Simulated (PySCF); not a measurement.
Species: C5H12NOP.
SMILES: `CO/C=P\CN(C)C`

Torsions of this conformer, `[CH3:1][O:2]/[CH:3]=[P:4]\[CH2:5][N:6]([CH3:7])[CH3:8]`: C1–O2–C3–P4 -174°, C3–P4–C5–N6 152°, P4–C5–N6–C7 160°.

The closed-shell ground state was solved at several levels (PySCF, density fitting, gas phase, non-relativistic). One conformer (not necessarily the lowest) at the PBE0-D3(BJ)/def2-SVP geometry, without solvent, vibrations or thermal averaging.

| level | basis functions | total energy (Eh) | HOMO (eV) | LUMO (eV) | gap (eV) | dipole (D) |
| --- | --- | --- | --- | --- | --- | --- |
| PBE0/pcSseg-1 | 203 | -668.4501 | -5.92 | -0.83 | 5.09 | 3.08 |
| CAM-B3LYP/def2-SVPD | 263 | -668.5305 | -7.34 | 0.19 | 7.53 | 2.89 |

Q: Estimate the row for B97-2/pcSseg-1, a basis of 203 functions; the other rows only guide the guess.

A: Total energy -668.8661 Eh, HOMO -5.68 eV, LUMO -0.87 eV, gap 4.81 eV, dipole 3.07 D.

Q: Over all these levels, which gives the widest orbital gap and which the narrowest?

A: CAM-B3LYP/def2-SVPD (range-separated hybrid) has the widest, 7.53 eV, and B97-2/pcSseg-1 (global hybrid, 21 % exact exchange) the narrowest, 4.81 eV. Functional and basis both differ between the two, so the spread mixes both effects.

Q: How far do the dipole and the HOMO energy spread over the levels?

A: The dipole runs from 2.89 to 3.08 D (mean 3.01 D) and the HOMO from -7.34 to -5.68 eV.
